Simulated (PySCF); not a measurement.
C3H7GeN, SMILES N#CC[CH2][GeH3], singlet (GFN2-xTB optimised geometry):

```
12

N      2.102    -0.668     0.003
C      0.960    -0.703     0.000
C     -0.480    -0.703     0.000
C     -1.012     0.734     0.000
Ge    -0.452     1.758    -1.599
H     -0.828    -1.250     0.882
H     -0.821    -1.235    -0.894
H     -0.665     1.250     0.897
H     -2.102     0.707     0.049
H      1.027     1.899    -1.686
H     -1.064     3.120    -1.570
H     -0.931     1.065    -2.836
```

Level of theory: B3LYP/def2-TZVP in PySCF 2.14.0.

**Question.** What are the frontier orbital energies and the dipole moment?

**Answer.** HOMO-2 -9.28 eV, HOMO-1 -9.16 eV, HOMO -8.72 eV, LUMO -0.04 eV, LUMO+1 0.45 eV; dipole moment 3.93 D.

Meta-Löwdin charges at B3LYP/def2-TZVP: N1 -0.23, C2 0.11, C3 -0.21, C4 -0.38, Ge5 0.37, H6 0.14, H7 0.14, H8 0.12, H9 0.12, H10 -0.05, H11 -0.07, H12 -0.07.
